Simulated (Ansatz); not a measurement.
C2H4OSSi, SMILES `OC1=C[SiH]1S`. The species carries charge 0 and has multiplicity 1. The geometry is a stationary point of PBE0-D4/def2-TZVP. It is one conformer, not always the lowest.

```xyz
9

O    -0.011   -2.158   -0.219
C     0.196   -0.844   -0.212
C     1.056    0.027    0.348
Si   -0.187    0.853   -0.654
S    -1.818    1.988    0.106
H     0.645   -2.590    0.344
H     1.914   -0.030    1.008
H     0.067    1.431   -1.993
H    -1.862    1.324    1.273
```

(1) What is the dipole moment at ωB97M-V/def2-TZVPP? (An estimate is asked.)

(2) And with PBE, r2SCAN, B3LYP? (Best estimate.)

(3) Give the Mulliken charges with ωB97M-V, r2SCAN, B3LYP in def2-TZVPP. (Estimate.)

Results:

(1) Ansatz gave: 2.36 D, with components (1.52, -1.16, 1.39) D in this frame, pointing from negative to positive charge.

(2) The calculation gave: PBE 2.44 D, r2SCAN 2.50 D, B3LYP 2.35 D.

(3) Ansatz gave: 
```json
{"atom": "O1", "ωB97M-V": "-0.26", "r2SCAN": "-0.30", "B3LYP": "-0.27"}
{"atom": "C2", "ωB97M-V": "0.03", "r2SCAN": "0.05", "B3LYP": "0.06"}
{"atom": "C3", "ωB97M-V": "-0.26", "r2SCAN": "-0.25", "B3LYP": "-0.25"}
{"atom": "Si4", "ωB97M-V": "0.33", "r2SCAN": "0.45", "B3LYP": "0.37"}
{"atom": "S5", "ωB97M-V": "-0.24", "r2SCAN": "-0.27", "B3LYP": "-0.26"}
{"atom": "H6", "ωB97M-V": "0.19", "r2SCAN": "0.21", "B3LYP": "0.19"}
{"atom": "H7", "ωB97M-V": "0.13", "r2SCAN": "0.08", "B3LYP": "0.12"}
{"atom": "H8", "ωB97M-V": "-0.03", "r2SCAN": "-0.09", "B3LYP": "-0.07"}
{"atom": "H9", "ωB97M-V": "0.12", "r2SCAN": "0.11", "B3LYP": "0.11"}
```

B3LYP here is the variant with VWN-RPA as its local correlation; programs differ in this.
